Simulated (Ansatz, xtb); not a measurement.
# Two isomers of C4H3N3S

We compare a, `c1nsc2cn[nH]c12`, a singlet, with b, `c1nsc2c[nH]nc12`, a singlet. Both are isolated molecules in the gas phase, relaxed with PBE-D3(BJ)/def2-SVP.

Q: Estimate E(b) − E(a) at the level CCSD(T)/def2-SVP + ΔMP2/def2-TZVPP.

A: CCSD(T)/def2-SVP + ΔMP2/def2-TZVPP gives E(b) − E(a) = +0.046 eV, favouring structure a, but this leans on the basis-set step: CCSD(T) alone gives +0.040 eV.

Level by level:

```csv
level,geometry,E(b) − E(a) (eV),departure from the last row (eV),"job, with rough time for the two"
GFN2-xTB,GFN2-xTB,+0.069,+0.022,"optimisation, 0.14 s"
HF/STO-3G,GFN2-xTB,+0.107,+0.060,"single point, 0.58 s"
r2SCAN-D4/def2-SVP,GFN2-xTB,+0.044,−0.002,"single point, 6.1 s"
PBE-D3(BJ)/def2-SVP,PBE-D3(BJ)/def2-SVP,+0.037,−0.009,"optimisation, 29 s"
HF/def2-SVP,PBE-D3(BJ)/def2-SVP,+0.054,+0.007,part of the CCSD(T) run
MP2/def2-SVP,PBE-D3(BJ)/def2-SVP,+0.077,+0.030,part of the CCSD(T) run
CCSD(T)/def2-SVP,PBE-D3(BJ)/def2-SVP,+0.040,−0.006,single point
CCSD(T)/def2-SVP + ΔMP2/def2-TZVPP,PBE-D3(BJ)/def2-SVP,+0.046,,"single point, 1.7 min"
```

As drawn, both hold the same kinds of bond in the same numbers.

The largest departure from CCSD(T)/def2-SVP + ΔMP2/def2-TZVPP is that of HF/STO-3G, 0.060 eV. The last row adds to CCSD(T) the change of the MP2 difference between the two basis sets, here +0.006 eV.

With thermal terms from frequencies at re-optimised GFN2-xTB minima (ideal gas, soft modes damped towards free rotors, one conformer each, 298.15 K, 1 atm): on the last row, ΔE + ΔZPE = +0.046, ΔH = +0.045, ΔG = +0.048 eV.

The correlated steps freeze 12 core orbitals. Run with Ansatz 0.2.0, xtb 6.7.1; the last row on 2 threads of Arm Neoverse V1 on a shared host.
